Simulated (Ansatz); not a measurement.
Stepwise reaction of `O[SiH2][SiH2][SiH2]F` with hydrogen fluoride, as a gas-phase model of exchange steps in deposition or etching. ΔE in kJ/mol.

Calculated with Ansatz (gas phase, PBE0-D4/def2-TZVP geometries, no zero-point term in ΔE). CBS: MP2 limit from def2 TZ/QZ plus the TZ coupled-cluster correction, frozen cores. This one scheme is used for every species. DFT in def2-TZVPP. B3LYP here is the variant with VWN-RPA as its local correlation; programs differ in this. Each species was taken in one conformer, which may not be the lowest.

| step | reaction | PBE-D4 | B3LYP-D4 | ωB97M-V | CCSD(T)/CBS |
| --- | --- | --- | --- | --- | --- |
| 1 | `O[SiH2][SiH2][SiH2]F` + H–F → `O[SiH2][SiH2]F` + `F[SiH3]` | -91.2 | -117.3 | -120.4 | -114.4 |
| 2 | `O[SiH2][SiH2]F` + H–F → `O[SiH2]F` + `F[SiH3]` | -147.6 | -170.2 | -177.1 | -170.6 |

Task: By hand: ΔE of the 2 steps together at CCSD(T)/CBS.

Result: (-114.4) + (-170.6) = -285.0 kJ/mol, or -142.5 kJ/mol a step.

In ΔE each step is lower than the one before. All are downhill at CCSD(T)/CBS. PBE-D4 differs from CCSD(T)/CBS by 23.0 to 23.2 kJ/mol a step. Isolated molecules leave out the surface, adducts and barriers. Largest T1 diagnostic: 0.013.
